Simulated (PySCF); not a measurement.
# Polarisability and C₆ of Be⁺ (beryllium, charge +1)

[He] 2s1, 2S determinant. Computed with PySCF 2.14 in aug-cc-pVQZ-DK, with scalar relativity by spin-free X2C-1e. Coupled (time-dependent) response in atomic units; α is the mean over directions.

```json
{"method": "UHF", "mean α (bohr³)": "24.90", "C₆ (like pair)": "71.00", "S(−4)": "1134"}
{"method": "PBE", "mean α (bohr³)": "21.65", "C₆ (like pair)": "57.79", "S(−4)": "858.3"}
{"method": "PBE0", "mean α (bohr³)": "22.34", "C₆ (like pair)": "60.52", "S(−4)": "914.1"}
{"method": "M06", "mean α (bohr³)": "20.75", "C₆ (like pair)": "50.73", "S(−4)": "906.2"}
{"method": "BP86", "mean α (bohr³)": "22.05", "C₆ (like pair)": "59.55", "S(−4)": "886.8"}
```

S(−4) is the Cauchy moment in α(ω) = α(0) + S(−4) ω² + …

α(iu) at BP86:

| u (hartree) | α(iu) (bohr³) |
| --- | --- |
| 0 | 22.05 |
| 0.0500 | 20.05 |
| 0.100 | 15.80 |
| 0.200 | 8.748 |
| 0.300 | 5.190 |
| 0.500 | 2.413 |
| 0.750 | 1.263 |
| 1.00 | 0.7908 |
| 1.50 | 0.4100 |
| 2.00 | 0.2604 |
| 3.00 | 0.1405 |
| 5.00 | 0.06517 |

A single London oscillator, α(iu) = α/(1 + u²/ω²), gives C₆ = (3/4) ω α². Matching the computed C₆ needs ω = 4 × 59.55 / (3 × 22.05²) = 0.163 hartree.

For an ion, C₆ is the dispersion term alone; charge-induced terms of lower order in 1/R come first.
